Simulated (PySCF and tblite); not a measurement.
Values are calculated unless marked as measured or tabulated.
System: C₇H₆Se, numbered as in [Se:1]=[CH:2][c:3]1[cH:4][cH:5][cH:6][cH:7][cH:8]1.

For the rotation about the C3–C2 bond (torsion C4–C3–C2–Se1 from 0° to 180°, rising): electronic barrier 9.77 kcal/mol, zero-point change -0.49 kcal/mol, thermal and entropy terms at 200 K a further 0.17 kcal/mol (symmetry numbers apart). The minimum is Cs, the saddle Cs. Level: B3LYP/pcSseg-1 + D3(BJ), IEF-PCM cyclohexane on GFN2-xTB stationary points, with GFN2-xTB thermal terms. Rate constants are transition-state-theory values, counting equivalent paths, without tunnelling. (PySCF 2.14 with density fitting, tblite 0.8.)

Problem. How many equivalent paths lead out of the minimum?

Solution. 2: the symmetry number of the minimum is 1, that of the saddle displaced along its mode 1, and the displaced saddle is chiral while the minimum is not, which doubles the count.

Problem. Work out the rate at 200 K.

Solution. ΔG‡ = 9.45 kcal/mol; k_B T/h = 4.2×10¹² s⁻¹; exp(−ΔG‡/RT) = 4.7×10⁻¹¹; times 2 gives k = 396 s⁻¹. Wigner's tunnelling factor for the 122i cm⁻¹ mode would be 1.03.

Spin–orbit effects of heavy atoms on shieldings are missing.
